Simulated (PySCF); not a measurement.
germyloxygermane (Ge2H6O), SMILES [O]([GeH3])[GeH3]. Atoms are numbered in the order given.

```xyz
9

Ge     1.6082     0.0000     0.0624
O      0.0000     0.0000    -0.6924
Ge    -1.6082     0.0000     0.0624
H      2.6151     0.0000    -1.0964
H      1.7633     1.2633     0.9352
H      1.7633    -1.2633     0.9352
H     -1.7633    -1.2633     0.9352
H     -2.6151     0.0000    -1.0964
H     -1.7633     1.2633     0.9352
```

Geometry optimised at PBE0-D3(BJ)/def2-SVP.

Calculation: ωB97X/def2-TZVP (PySCF).

Atomic charges (e):

```csv
atom,Mulliken,IAO,Löwdin
Ge1,___,0.76,0.33
O2,___,-0.84,-0.25
Ge3,___,0.76,0.33
H4,___,-0.10,-0.07
H5,___,-0.12,-0.07
H6,___,-0.12,-0.07
H7,___,-0.12,-0.07
H8,___,-0.10,-0.07
H9,___,-0.12,-0.07
```

Problem. Some entries are withheld; supply them. (The exact figures need the calculation; the answer reports its results.)

Solution. 
- Ge1, Mulliken: 0.28
- O2, Mulliken: -0.54
- Ge3, Mulliken: 0.28
- H4, Mulliken: 0.00
- H5, Mulliken: -0.01
- H6, Mulliken: -0.01
- H7, Mulliken: -0.01
- H8, Mulliken: 0.00
- H9, Mulliken: -0.01
